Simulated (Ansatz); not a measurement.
Isolated molecules relaxed with PBE0-D4/def2-TZVP in Ansatz; ΔE leaves out vibrations. CCSD(T)/CBS adds triple-zeta CCSD(T) − MP2 to the extrapolated MP2 energy (def2 sets, frozen cores). This one scheme is used for every species. Functionals use def2-TZVPP. B3LYP here is the variant with VWN-RPA as its local correlation; programs differ in this. For Br outer-core shells are correlated without core-valence functions, which leaves a few kJ/mol of doubt a bond. Scalar relativity is left out up to krypton. Each species was taken in one conformer, which may not be the lowest.

Reaction (ligand exchange at the Al–N bond): `[NH2][AlH][N]([SiH3])[SiH3]` + HBr → `[NH2][AlH][Br]` + `[SiH3]N[SiH3]`

(1) Is it downhill or uphill in electronic energy at CCSD(T)/CBS, and by how much? (Best estimate.)

(2) What do these levels give: PBE0-D4, B3LYP-D4, ωB97X-V, B2PLYP, PBE, r2SCAN, PBE0, HF/def2-TZVPP, MP2/def2-TZVPP, CCSD/def2-TZVPP, HF/def2-QZVPP, MP2/def2-QZVPP? (An estimate is asked.)

Largest T1 diagnostic among the species: 0.012.

Answers

(1) Ansatz gave: Downhill: ΔE = -0.67 eV.

(2) Computed: PBE0-D4 -0.70, B3LYP-D4 -0.65, ωB97X-V -0.70, B2PLYP -0.72, PBE -0.73, r2SCAN -0.71, PBE0 -0.77, HF/def2-TZVPP -0.91, MP2/def2-TZVPP -0.66, CCSD/def2-TZVPP -0.67, HF/def2-QZVPP -0.89, MP2/def2-QZVPP -0.67 eV.

From PBE to PBE0 (25 % exact exchange), in def2-TZVPP and without D4, ΔE moves by −0.04 eV. In def2-TZVPP, CCSD(T) changes the Hartree–Fock value by +0.29 eV (the triples alone add +0.04 eV) and MP2 by +0.26 eV. The D4 term adds +0.13 eV with B3LYP and +0.07 eV with PBE0; it sums over pairs of atoms, weighted by their polarisabilities, and B3LYP, whose exchange is more repulsive, gets the larger term.
